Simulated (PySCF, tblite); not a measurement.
Species: C₆H₅F₅.
Atom-mapped SMILES: `[CH2:1]=[CH:2]/[CH:3]=[CH:4]\[C:5]([F:6])([F:7])[C:8]([F:9])([F:10])[F:11]` (hydrogens: H12, H13 on C1; H14 on C2; H15 on C3; H16 on C4)

Structure optimised with GFN2-xTB, isolated species.

(1) Give the optimised bond lengths and angles.

## Answers

(1) 
```
                 bond  length (bohr)   order
                C1=C2          2.514  double
                C2–C3          2.729  single
                C3=C4          2.522  double
                C4–C5          2.830  single
         C5–F6, C5–F7          2.565  single
                C5–C8          2.944  single
C8–F9, C8–F10, C8–F11          2.520  single
               C1–H12          2.033  single
               C1–H13          2.037  single
               C2–H14          2.039  single
               C3–H15          2.046  single
               C4–H16          2.039  single
```

Bonds in one row agree within 0.02 bohr and their mean is given. Orders are formal, as drawn. A selection of angles:
```
    angle  degrees
 C1–C2–C3    121.7
 C2–C3–C4    127.8
 C3–C4–C5    126.4
 C4–C5–F6    110.5
 C4–C5–F7    114.5
 C4–C5–C8    111.6
 F6–C5–F7    105.5
 F6–C5–C8    106.8
 C5–C8–F9    111.1
C5–C8–F10    112.6
C5–C8–F11    110.3
F9–C8–F10    107.6
```

Torsions: C1–C2–C3–C4 179° (antiperiplanar); C2–C3–C4–C5 -1° (synperiplanar); C3–C4–C5–F6 158° (antiperiplanar); C4–C5–C8–F9 63° (synclinal). The mirror-image conformer, all signs reversed, is as good.

The 5 C–C bonds span 1.331 Å (C1=C2, drawn double) to 1.558 Å (C5–C8, drawn single), a spread of 0.227 Å. The C–F distances run from 1.329 Å (C8–F10, drawn single) to 1.358 Å (C5–F6, drawn single), a spread of 0.029 Å. Of the pairs four or more bonds apart, F7···H14 is among the closest relative to their van der Waals radii: 2.36 Å, 88 % of the sum of Bondi's values.

Point group: C1 (no symmetry element, even within 0.4 Å). Its GFN2-xTB frequencies are all real (lowest 33 cm⁻¹). The numbers are those of one conformer.

These are computed values.
